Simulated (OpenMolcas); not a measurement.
Computed levels of 2s2 2p2 in ions with 6 electrons, in cm-1 above 3P0.

| Item | Value |
| --- | --- |
| Program | OpenMolcas 26.06 |
| Method | SS-CASPT2, IPEA 0.25 Eh, imaginary shift 0.1 Eh |
| Basis | ANO-R2 |
| Scalar Hamiltonian | X2C, finite nucleus |
| Spin-orbit coupling | RASSI with atomic mean-field integrals over the reference wave functions, term energies averaged over their components |

Active space for each ion: 2 electrons in 3 orbitals (2p); closed shells correlated by CASPT2: 1s 2s.

```csv
Level,C,O2+,F3+,Ne4+
3P1,15.5,110,221,402
3P2,46.2,326,648,1162
1D2,10270,20640,25800,31050
1S0,23100,46670,57940,69170
```

Q: Estimate 3P2, 1D2, 1S0 for N+ from its neighbours C and O2+.

A: 3P2 is fine structure, which grows about as the fourth power of a screened charge, so the fourth roots are averaged: ((46.2^0.25 + 326^0.25) / 2)^4 = 138. The calculation gives 140, so the estimate is off by -1.4 %; the measured value is 131 (NIST Handbook of Basic Atomic Spectroscopic Data).
1D2 is another term, which grows about linearly with the charge: (10270 + 20640) / 2 = 15455. The calculation gives 15510, so the estimate is off by -0.4 %; the measured value is 15316 (NIST Handbook of Basic Atomic Spectroscopic Data).
1S0 is another term, which grows about linearly with the charge: (23100 + 46670) / 2 = 34885. The calculation gives 35180, so the estimate is off by -0.8 %; the measured value is 32689 (NIST Handbook of Basic Atomic Spectroscopic Data).

Term energies are means over components that CASPT2 splits; among the terms shown or strongly mixed into the levels shown the widest spread is 95 cm-1 (2s2 2p2 1D, N+). With the s shell closed, the reference lacks s² → p² mixing. Measured partners are found by configuration, term and J. A level has none where our copy of the source lacks it or the pairing is in doubt (some pairs that miss far off the trend of their configuration count as doubtful), and it then counts in no deviation. Only configurations of the active space appear.
